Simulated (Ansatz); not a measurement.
Si₄₇H₅₀, a nanocrystal cut from cubic silicon. The state is a singlet with charge 0. Geometry r2SCAN-D4/def2-SVP, basis def2-SVP, Ansatz.

Cartesian coordinates in Å:
```
Si 0.316 4.856 2.791
Si 2.372 4.487 -0.959
Si 2.500 1.952 3.986
Si 4.343 1.607 0.643
Si -1.502 4.422 -0.665
Si -1.351 1.755 4.126
Si -3.331 1.354 0.875
Si 0.266 4.074 -4.069
Si 2.334 1.131 -2.628
Si -1.498 1.044 -2.492
Si 0.506 1.496 0.752
Si 2.558 -1.446 2.177
Si -1.254 -1.594 2.286
Si 0.565 -1.882 -1.082
Si 0.760 -0.957 5.627
Si 0.796 -4.686 3.547
Si 2.434 -2.383 -4.370
Si 4.412 -1.757 -1.190
Si 2.645 -4.803 0.271
Si -5.342 0.921 -2.391
Si -1.477 -2.446 -4.266
Si -3.274 -2.018 -0.973
Si -1.221 -4.956 0.374
Si -1.391 5.623 1.357
Si 0.338 5.110 -1.963
Si 0.498 2.512 2.876
Si 2.374 2.177 -0.514
Si 4.347 2.691 2.730
Si 2.603 -0.385 4.279
Si 4.423 -0.728 0.929
Si -1.471 2.084 -0.374
Si -5.304 1.933 -0.267
Si -3.472 1.633 -3.625
Si -3.389 2.232 3.055
Si -1.219 -0.578 4.411
Si -3.226 -0.986 1.140
Si 0.360 1.747 -3.754
Si 2.432 -1.197 -2.339
Si -1.411 -1.292 -2.217
Si 0.441 -2.203 -5.609
Si 0.592 -0.846 1.033
Si 2.646 -3.790 2.401
Si -1.174 -3.940 2.499
Si 0.654 -4.221 -0.844
Si 4.539 -4.091 -0.927
Si -5.250 -1.411 -2.096
Si -3.217 -4.354 -0.710
H 1.619 5.463 2.378
H 0.020 5.328 4.184
H 2.638 5.288 0.276
H 3.487 4.752 -1.927
H 2.504 2.609 5.337
H 5.524 2.047 -0.175
H -2.759 4.811 -1.389
H -1.296 2.418 5.473
H 1.432 4.516 -4.901
H -0.995 4.436 -4.793
H 3.535 1.596 -3.402
H 0.746 -0.028 6.805
H 0.857 -2.355 6.148
H 0.818 -4.357 5.005
H 0.854 -6.179 3.411
H 3.596 -1.942 -5.208
H 2.635 -3.833 -4.043
H 5.583 -1.257 -1.987
H 2.682 -6.293 0.460
H -6.606 1.296 -3.112
H -2.695 -2.038 -5.039
H -1.615 -3.902 -3.938
H -1.141 -6.445 0.555
H -1.121 7.059 1.021
H -2.703 5.565 2.072
H 0.282 6.603 -2.113
H 4.293 4.176 2.541
H 5.609 2.358 3.468
H 3.887 -0.744 4.971
H 5.672 -1.111 1.671
H -5.380 3.424 -0.398
H -6.485 1.474 0.534
H -3.517 3.120 -3.807
H -3.470 0.998 -4.983
H -3.701 3.695 3.058
H -4.490 1.524 3.789
H -2.412 -1.051 5.193
H -4.418 -1.431 1.940
H 0.306 1.068 -5.091
H 0.403 -0.895 -6.332
H 0.427 -3.291 -6.641
H 3.920 -4.153 3.109
H -2.377 -4.383 3.281
H 0.642 -4.840 -2.213
H 5.771 -4.440 -0.148
H 4.617 -4.774 -2.257
H -6.428 -1.864 -1.287
H -5.303 -2.105 -3.423
H -4.387 -4.769 0.132
H -3.338 -5.031 -2.041
```

```tsv
run	HOMO (eV)	LUMO (eV)
A	-5.81	-2.55
B	-5.84	-2.68
C	-6.71	-1.96
D	-6.05	-2.51
```

Single mean-field runs in def2-SVP are fitted with def2-universal-jkfit.

Q: The runs used LDA (SPW92), PBE, PBE0, r2SCAN. Estimate which is which.

A: A PBE (0 % exact exchange); B LDA (SPW92) (0 % exact exchange); C PBE0 (25 % exact exchange); D r2SCAN (0 % exact exchange). Exact exchange lowers occupied and raises empty levels; among semilocal functionals meta-GGAs tend to open the gap a little, and such runs are hard to tell apart. The gap grows from 3.16 eV (LDA (SPW92)) to 4.74 eV (PBE0).
